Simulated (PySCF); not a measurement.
# Computed structure and properties of TmH2

System: TmH2 (singlet in the valence; each metal's 4f electrons, 13 of them, lie in its core potential, out of spins and levels); start: template (C2v). Method: PySCF 2.14.0, RKS PBE0, Tm lcecp-0-SVP with ECP59, H def2-SVP; non-relativistic Hamiltonian with scalar-relativistic core potentials where named; density fitting; no spin-orbit coupling.

Input of the relaxation:

```python
mol = gto.M(atom='''
Tm     0.00000     0.00000    -0.01113
H      2.10850    -0.00000     0.93247
H     -2.10850     0.00000     0.93247''',
    basis={'Tm': 'lcecp-0-SVP', 'H': 'def2-SVP'},
    ecp={'Tm': 'lcecp-0-SVP'},
    charge=0, spin=0)
mf = dft.RKS(mol, xc='PBE0')
mf.grids.atom_grid = (50, 194)  # f atoms: unpruned, at least (60, 302)
mf = mf.density_fit()  # fitting sets: Tm AutoAux, H def2-universal-JKFIT
mf.conv_tol = 1e-08; mf.max_cycle = 55
mf.kernel(dm0)  # dm0: converged density of the start geometry
# quasi-Newton relaxation in Cartesian coordinates to a largest gradient under 0.00045 Eh/bohr, steps kept in the point group
```

Run from Python with OMP_NUM_THREADS=2; the lines above give its settings. Where DIIS fails, smearing, a level shift and second-order steps follow.
It took 3.4 s on 2 threads of Arm Neoverse V2, on a shared host, from the converged density of the start.

Course of the relaxation:

```
step  energy above end (eV)  largest force component within the symmetry (eV/Å)
   0                 0.1554                                               0.707
   1                 0.0792                                               0.519
   2                 0.0128                                               0.193
   3                 0.0067                                               0.063
   4                 0.0019                                               0.071
   5                 0.0003                                               0.041
   6                 0.0000                                               0.003
```

Relaxed geometry (C2v):

```xyz
3

Tm    0.0000    0.0000   -0.0560
H     1.8679    0.0000    0.9549
H    -1.8679    0.0000    0.9549
```

```csv
contact,Å
Tm1–H2 (H),2.124
Tm1–H3 (H),2.124
```

On the finer grid (75, 302):

The HOMO is not given (4f levels lie in the core). The LUMO is not given (4f levels lie in the core). The dipole about the centre of mass is 5.85 D, the set of Mulliken populations of Tm1 outside the core potential is s 2.75, p 6.43, d 0.47, f 0.00 and the D3(BJ) dispersion energy (not in the energies) is -0.018 eV.

```csv
atom,Mulliken (e),Löwdin (e),spin (e)
Tm1,0.34,0.45,0.00
H2,-0.17,-0.23,0.00
H3,-0.17,-0.23,0.00
```

The 4f levels lie in the core potential and are missing. Their spin isn't counted.

On the grid (50, 194), as all that follows. Harmonic modes: a minimum; lowest 337 cm⁻¹ (negative: unstable), highest 1264 cm⁻¹, zero-point energy 0.174 eV.

Taking off one H (charge -1, singlet; the rest: singlet) in vacuum, both parts rigid, costs 8.33 eV; the small basis without counterpoise inflates it. Most of it is the attraction of opposite charges; other ways to part are cheaper, and one spin state was tried for the rest.

Rigid scan of H along the line from its metal:

(distance to H2 (Å), energy (eV)): (1.82, 0.349), (1.92, 0.139), (2.02, 0.031), (2.12, 0.000), (2.22, 0.025), (2.32, 0.092), (2.52, 0.306), (2.82, 0.726), (3.22, 1.313), (3.72, 1.963)

One start shape was tried, so this needn't be the lowest isomer.

An lcecp potential fixes the number of 4f electrons, so in runs with it no electron can move into or out of that shell.
